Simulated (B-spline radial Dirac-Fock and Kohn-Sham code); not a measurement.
# Core-level shifts of palladium with charge state

The computed values come from a radial atomic solver: Dirac-Fock ΔSCF + Breit + QED. Each ion is free and in its tabulated ground configuration. Correlation and solid-state effects are left out.

Reference: Pd, [Kr] 4d10, with L2 (2p1/2) 3336.7 eV, L3 (2p3/2) 3179.5 eV, N1 (4s) 99.03 eV, N2 (4p1/2) 63.75 eV, N3 (4p3/2) 59.40 eV, Kα1 (K-L3) 21175.6 eV, Kβ1 (K-M3) 23815.6 eV, Lℓ (L3-M1) 2501.4 eV. Shifts from it, in eV (a dash: the subshell is empty, belongs to an open shell averaged over j, or its hole state is left out as unreliable):

| ion | configuration | L2 (2p1/2) | L3 (2p3/2) | N1 (4s) | N2 (4p1/2) | N3 (4p3/2) | Kα1 | Kβ1 | Lℓ |
| --- | --- | --- | --- | --- | --- | --- | --- | --- | --- |
| Pd⁺ | [Kr] 4d9 | +13.6 | +13.7 | +13.1 | +12.8 | +12.7 | -0.14 | -0.11 | +0.02 |
| Pd²⁺ | [Kr] 4d8 | +29.6 | +29.6 | +28.0 | +27.2 | +27.1 | -0.31 | -0.16 | +0.15 |
| Pd³⁺ | [Kr] 4d7 | +47.4 | +47.4 | +44.3 | +43.0 | +42.7 | -0.50 | -0.10 | +0.39 |
| Pd⁴⁺ | [Kr] 4d6 | +67.0 | +67.0 | +61.7 | +59.8 | +59.5 | -0.71 | +0.09 | +0.77 |
| Pd⁵⁺ | [Kr] 4d5 | +88.2 | +88.2 | +80.2 | +77.7 | +77.2 | -0.94 | +0.42 | +1.30 |
| Pd⁶⁺ | [Kr] 4d4 | +110.9 | +110.9 | +99.6 | +96.5 | +95.8 | -1.16 | +0.90 | +1.99 |

Over this range L2 (2p1/2) moves by +110.9 eV and Kα1 by -1.2 eV: a line is a difference of two levels that shift in the same direction.
